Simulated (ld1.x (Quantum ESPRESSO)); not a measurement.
**Cutoff test, samarium (Sm), RRKJ**

* Element: samarium
* Generator: ld1.x (Quantum ESPRESSO) 7.5
* Type: norm-conserving RRKJ (Kleinman–Bylander form)
* Functional: LDA (PZ)
* Relativity: non-relativistic
* Frozen core: [Kr] 4d10
* Valence charge: 16
* Reference configuration: 4f6 5s2 5p6 5d0 6s2 6p0
* Partial waves: 5p (bound): rc 2.70 bohr; 5d (bound, empty): rc 3.46 bohr; 4f (bound): rc 0.95 bohr; 5s (bound): rc 1.50 bohr
* Local potential: the s channel
* Core correction: none
* rho0: 0.02

Occupied shells without a wave of their own: 6s. They enter only through the test configuration that unscreens the potential.

The pseudo-atom Hamiltonian at the reference potential is diagonalised in spherical Bessel functions j_l(qr) that vanish at 20 bohr, with q² up to the cutoff. All-electron valence levels (Ry): 5p -1.6713, 6p -0.1022, 5d -0.1806, 4f -0.4348, 5s -2.8162, 6s -0.2569.

Question: How do the lowest levels (Ry) of each channel move with the cutoff, and are there ghosts?

Answer:

```tsv
cutoff (Ry)	p #1	p #2	p #3	p #4	d #1	d #2	f #1	s #1	s #2	s #3	Σ f·Δε (mRy)
8	-1.6414	-0.0992	0.0458	0.1788	-0.1674	0.0417	0.0892	-2.3624	-0.2077	0.0134	4334.7
18	-1.6713	-0.1126	0.0400	0.1652	-0.1806	0.0403	0.0892	-2.7689	-0.2530	0.0035	3251.8
35	-9.7983	-1.6713	-0.1028	0.0445	-0.1806	0.0403	0.0892	-2.7925	-0.2568	0.0027	3196.9
55	-10.1744	-1.6713	-0.1029	0.0445	-0.1806	0.0403	0.0892	-2.8143	-0.2590	0.0022	3149.0
90	-10.7793	-1.6713	-0.1029	0.0445	-0.1806	0.0403	0.0892	-2.8157	-0.2592	0.0022	3145.7
140	-10.8066	-1.6713	-0.1029	0.0445	-0.1806	0.0403	0.0886	-2.8161	-0.2592	0.0022	3141.2
230	-10.8087	-1.6713	-0.1029	0.0445	-0.1806	0.0403	-0.4333	-2.8162	-0.2592	0.0022	9.3
400	-10.8087	-1.6713	-0.1029	0.0445	-0.1806	0.0403	-0.4349	-2.8162	-0.2592	0.0022	0.0
```

Result: ghost state, extra bound levels that the all-electron valence spectrum of the same l lacks: p at -147.1 eV (a true bound ghost makes a file unfit for plane-wave use); 10 mRy is reached at 230 Ry and 1 mRy at over 300 Ry.

Its largest configuration-test error is -490 meV.
